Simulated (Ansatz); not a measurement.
Consider the ligand exchange at the Si–C bond: `C[SiH2]N[SiH](O)O` + HCl → `O[SiH](O)N[SiH2]Cl` + CH₄.

Program: Ansatz. Geometries: PBE0-D4/def2-TZVP. ΔE: electronic, gas phase. CCSD(T)/CBS is the MP2 limit (def2-TZVPP, def2-QZVPP) plus CCSD(T) − MP2 in def2-TZVPP, frozen cores. This one scheme is used for every species. DFT in def2-TZVPP. One conformer a species, not always the lowest.

`C[SiH2]N[SiH](O)O`:

```xyz
15

C    -1.094    1.723   -1.667
Si    0.053    0.270   -1.428
N     0.584    0.126    0.214
Si    0.459   -1.195    1.287
O    -0.256   -0.824    2.723
O     1.956   -1.699    1.715
H    -0.603    2.660   -1.392
H    -1.400    1.802   -2.714
H    -1.993    1.619   -1.054
H    -0.640   -1.000   -1.764
H     1.217    0.440   -2.344
H     1.151    0.892    0.555
H    -0.314   -2.241    0.577
H    -1.158   -0.504    2.696
H     2.040   -2.068    2.595
```

HCl:

```xyz
2

Cl    0.326   -0.350   -0.424
H    -0.326    0.350    0.424
```

`O[SiH](O)N[SiH2]Cl`:

Z-matrix (Å, degrees):
```
Si
O 1 1.637
N 1 1.729 2 106.3
O 1 1.629 2 107.6 3 -123.2
H 1 1.476 2 115.1 3 120.8
H 2 0.961 1 118.1 3 -48.1
Si 3 1.707 1 126.9 2 -11.0
H 3 1.010 1 116.6 2 158.9
H 4 0.959 1 118.1 2 48.7
Cl 7 2.077 3 111.5 1 64.4
H 7 1.479 3 109.2 1 -177.5
H 7 1.477 3 112.0 1 -52.4
```

CH₄:

Z-matrix (Å, degrees):
```
C
H 1 1.090
H 1 1.090 2 109.5
H 1 1.090 2 109.5 3 -120.0
H 1 1.090 2 109.5 3 120.0
```

| level | ΔE (eV) |
| --- | --- |
| PBE | -1.17 |
| PBE0 | -1.18 |
| HF/CBS(def2) | -1.24 |
| MP2/CBS(def2) | -1.25 |

What does CCSD(T)/CBS give? (Estimate.)

Computed: -1.19 eV. The listed levels differ from it by 0.02, 0.01, -0.05, -0.06 eV.

Largest T1 diagnostic among the species: 0.011.

In def2-TZVPP, CCSD(T) changes the Hartree–Fock value by +0.09 eV (the triples alone add −0.01 eV) and MP2 by +0.03 eV. The D4 term adds −0.04 eV with B3LYP and −0.02 eV with PBE0; it sums over pairs of atoms, weighted by their polarisabilities, and B3LYP, whose exchange is more repulsive, gets the larger term.

B3LYP here is the variant with VWN-RPA as its local correlation; programs differ in this.
